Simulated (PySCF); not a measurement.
Zn(Br)(NMe2) (C2H6BrNZn), SMILES C[N](C)[Zn][Br].

Geometry: B3LYP-D3(BJ)/def2-SVP. The structure was generated by enumeration; whether it is a known compound was not checked. Other conformers were not sampled.

Computed with PySCF 2.14.0 with TDA-ωB97X/def2-SVPD.

Vertical excitations. Isolated molecule, no solvent. State labels are in the subgroup Cs.

| state | symmetry | energy (eV) | λ (nm) | f | main pairs |
|---|---|---|---|---|---|
| S1 | A' | 4.31 | 288 | 0.016 | HOMO→LUMO 91 % |
| S2 | A" | 4.98 | 249 | 0.001 | HOMO→LUMO+1 96 % |
| S3 | A' | 5.72 | 217 | 0.097 | HOMO→LUMO+2 92 % |
| S4 | A" | 6.34 | 196 | 0.042 | HOMO−1→LUMO 95 % |
| S5 | A' | 6.35 | 195 | 0.026 | HOMO−2→LUMO 82 % |
| S6 | A' | 6.57 | 189 | 0.057 | HOMO→LUMO+4 40 %, HOMO→LUMO+3 37 %, HOMO−2→LUMO 12 % |
| S7 | A" | 7.25 | 171 | 0.000 | HOMO−2→LUMO+1 94 % |
| S8 | A' | 7.32 | 169 | 0.023 | HOMO−1→LUMO+1 66 %, HOMO−3→LUMO 20 % |
| S9 | A' | 7.58 | 164 | 0.255 | HOMO−3→LUMO 43 %, HOMO−2→LUMO+2 35 %, HOMO−1→LUMO+1 7 % |
| S10 | A" | 7.66 | 162 | 0.001 | HOMO−1→LUMO+2 93 % |
| T1 | A' | 3.96 | 313 | 0 | HOMO→LUMO 89 % |
| T2 | A" | 4.98 | 249 | 0 | HOMO→LUMO+1 95 % |
| T3 | A' | 5.12 | 242 | 0 | HOMO→LUMO+2 93 % |
| T4 | A" | 6.02 | 206 | 0 | HOMO−1→LUMO 92 % |
Triplets are in the Tamm–Dancoff approximation.
